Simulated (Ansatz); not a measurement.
C2H4, triplet, geometry from GFN2-xTB (a higher spin typed on purpose: for a closed-shell molecule this is an excited state), with bond 3-1 at 1.8 times its length; SC-NEVPT2/def2-SVP, CASSCF(4,4) in Ansatz (a program for electronic structure).

Here is a job for Ansatz.
Ansatz 0.2 input:
```yaml
crystal:
  periodic: [false, false, false]
  atoms:
    - {symbol: C, position_ang: [-0.70673705, -0.05196971, 0.00422104]}
    - {symbol: C, position_ang: [0.70673705, 0.05196971, -0.00422104]}
    - {symbol: H, position_ang: [-1.79751502, 0.84251198, 1.34278737]}
    - {symbol: H, position_ang: [-1.24231042, -0.63284834, -0.73260885]}
    - {symbol: H, position_ang: [1.33501327, -0.64408094, 0.53239763]}
    - {symbol: H, position_ang: [1.22002196, 0.83196473, -0.54765778]}
basis:
  gaussian:
    orbitals: def2-SVP
correlation: {method: sc_nevpt2, electrons: all, active_space: {window: {electrons: 4, orbitals: 4}}}
magnetization: {spin_polarized: false, initial_magnetization: 2}
```

What the program printed (banner, timings and long lists left out):

```
Functional definition: HF
502 factors; integrals over basis functions are off by at most 1.4e-3 eV
mean field evaluation 1: about -2114.3732 eV, gradient 1.7e1 eV
mean field evaluation 2: about -2114.3754 eV, gradient 1.7e1 eV
mean field evaluation 4: about -2115.8214 eV, gradient 3.2e0 eV
mean field evaluation 8: about -2115.8764 eV, gradient 4.7e-1 eV
mean field evaluation 16: about -2115.9787 eV, gradient 2.2e-6 eV
mean field evaluation 32: about -2114.5619 eV, gradient 1.5e-3 eV
mean field -2115.97893939 eV, -77.7607917606 hartree, gradient 2.8e-6 eV, S^2 2.000000; 4 other end points of the search recorded, 0 dependent functions left out
reference -2115.97893939 eV, -77.7607917606 hartree; 9, 7 occupied and 39, 41 virtual orbitals, 502 factors
state -2117.58854030 eV, -77.8199435030 hartree
state -2117.58854030 eV, -77.8199435030 hartree; corrected -2123.78165298 eV, -78.0475361961 hartree
Total energy: -2123.78165298 eV, -78.0475361961 hartree
```
